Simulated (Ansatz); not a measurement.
Input file for CH8AlBOSi (`[CH3][Al]([SiH3])[BH]O`):

```yaml
crystal:
  periodic: [false, false, false]
  atoms:
    - {symbol: C, position_ang: [-1.744574, -0.026503, 1.552321]}
    - {symbol: Al, position_ang: [-0.393186, -0.184670, 0.147131]}
    - {symbol: Si, position_ang: [1.578398, 1.318488, 0.200537]}
    - {symbol: B, position_ang: [-0.358532, -1.538769, -1.548653]}
    - {symbol: O, position_ang: [0.676591, -1.464982, -2.419744]}
    - {symbol: H, position_ang: [-2.193282, 0.973030, 1.540648]}
    - {symbol: H, position_ang: [-1.294240, -0.146774, 2.543394]}
    - {symbol: H, position_ang: [-2.550889, -0.757158, 1.455810]}
    - {symbol: H, position_ang: [1.230107, 2.768762, 0.127640]}
    - {symbol: H, position_ang: [2.479087, 1.059482, -0.970902]}
    - {symbol: H, position_ang: [2.433305, 1.138805, 1.411785]}
    - {symbol: H, position_ang: [-1.170566, -2.382619, -1.829482]}
    - {symbol: H, position_ang: [1.328182, -0.791892, -2.195583]}
basis:
  gaussian: {orbitals: def2-SVP}
correlation: {method: ccsd_t}
```

```sh
$ ansatz run in.yaml --threads 4 --pin off --events-out ev --progress --plain --max-ram 10444MiB
```

Log, shortened:

```
Functional definition: HF
1158 factors; integrals over basis functions are off by at most 1.4e-3 eV
mean field evaluation 1: about -18300.2590 eV, gradient 3.8e1 eV
mean field evaluation 2: about -18300.3130 eV, gradient 3.8e1 eV
mean field evaluation 4: about -18304.0786 eV, gradient 4.0e0 eV
mean field evaluation 8: about -18304.1455 eV, gradient 2.4e-4 eV
mean field -18304.14549592 eV, -672.6649399797 hartree, gradient 7.7e-6 eV, S^2 0.000000; 1 other end points of the search recorded, 0 dependent functions left out
13 core orbitals not correlated: weight in the atoms' cores, before any rotation towards them, 1.000 or more for the frozen orbitals, at most 0.000 for the correlated occupied ones
reference -18304.14549592 eV, -672.6649399797 hartree; 14, 14 occupied and 91, 91 virtual orbitals, 1158 factors
second order -15.75467540 eV of doubles, -0.00000000 eV of singles
cycle   1  -16.95525546 eV  change    -1.2e0 eV  update   1.1e-1
cycle   2  -17.48733032 eV  change   -5.3e-1 eV  update   3.4e-2
cycle   3  -17.60739302 eV  change   -1.2e-1 eV  update   1.9e-2
cycle   4  -17.60287050 eV  change    4.5e-3 eV  update   5.5e-3
cycle   5  -17.60086214 eV  change    2.0e-3 eV  update   2.2e-3
cycle   6  -17.60079293 eV  change    6.9e-5 eV  update   7.9e-4
cycle   7  -17.60052198 eV  change    2.7e-4 eV  update   2.7e-4
cycle   8  -17.60051460 eV  change    7.4e-6 eV  update   9.5e-5
cycle   9  -17.60055359 eV  change   -3.9e-5 eV  update   3.5e-5
cycle  10  -17.60055113 eV  change    2.5e-6 eV  update   1.1e-5
perturbative correction -0.47662550 eV, -0.0175156640 hartree
Total energy: -18322.22267255 eV, -673.3292639676 hartree
```

Hardware: 4 threads of an Intel Xeon Platinum 8375C on a shared host. Wall time 6.5 s, peak host memory 0.6 GiB.

MP2 recovers 87.2 % of the CCSD(T) correlation energy and the triples give 2.6 %; T1 = 0.0145.
